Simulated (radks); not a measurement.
Problem. Species: Ga. Configuration: [Ar] 3d10 4s2 4p1 (the NIST ground configuration). Calculated with a radial shooting solver on a logarithmic mesh with Libxc functionals: scalar-relativistic Kohn-Sham, PBEsol, spin-polarised, spherical densities, finite nucleus; open shells are filled with parallel spins first; Fermi nuclear charge, rms radius 3.9973 fm; hard spherical wall at 1.5 bohr. Some entries of the table are withheld. Estimate them.

orbital  occ.  eigenvalue (Ry)  <1/r> (bohr^-1)  <r> (bohr)
1s up       1        -742.4660            31.28     0.04864
1s down     1        -742.4190            31.28     0.04864
2s up       1        -84.68452            6.819      0.2187
2s down     1        -84.65162            6.819      0.2187
2p up       3        -72.60400            6.691      0.1916
2p down     3        -72.55583            6.691      0.1916
3s up       1         -4.86360            2.129      0.6565
3s down     1         -4.81159            2.128      0.6563
3p up       3         -1.20767            2.003      0.6698
3p down     3         -1.15073            2.003      0.6695
3d up       5          5.02303            1.786      0.6760
3d down     5          5.08395            1.787      0.6753
4s up       1         13.58177            1.721      0.9041
4s down     1         13.71312            1.721      0.9038
4p up       1         15.57195            1.738         (1)
4p down     0         15.70375            1.738         (2)
4d up       0         18.26529            1.701      0.8260
4d down     0         18.38558            1.701      0.8259
5s up       0         42.04086              (3)      0.8586
5s down     0         42.12439              (4)      0.8589
5p up       0         43.01171            1.985      0.8396
5p down     0         43.09431            1.985      0.8398

Solution. 
(1) 4p up <r> (bohr): 0.8814
(2) 4p down <r> (bohr): 0.8813
(3) 5s up <1/r> (bohr^-1): 2.017
(4) 5s down <1/r> (bohr^-1): 2.017
